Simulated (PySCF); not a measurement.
**Excitation energy of La⁺ by level of theory**

La⁺ [Xe] 5d2 (3F) → La⁺ [Xe] 5d1 6s1 (3D), as a difference of total energies. Computed with PySCF 2.14 in def2-QZVPPD with the def2 core potential (46 electrons), with scalar relativity through the core potential. Correlated levels: valence: nothing frozen outside the core potential. The calculations carry no spin-orbit coupling.

```tsv
method	excitation energy (eV)	error (eV)
UHF	0.219	+0.024
PBE	0.148	-0.047
PBE0	0.255	+0.060
r2SCAN	0.282	+0.087
BLYP	0.057	-0.138
HSE06	0.224	+0.029
wB97M-V	0.178	-0.017
r2SCAN0	0.311	+0.116
MP2 (valence)	0.060	-0.135
SCS-MP2 (valence)	0.133	-0.062
```

Reference: 0.195 eV (measured; NIST levels, between the centres of gravity of the two terms).

Errors of the correlated levels include the incompleteness of this basis.
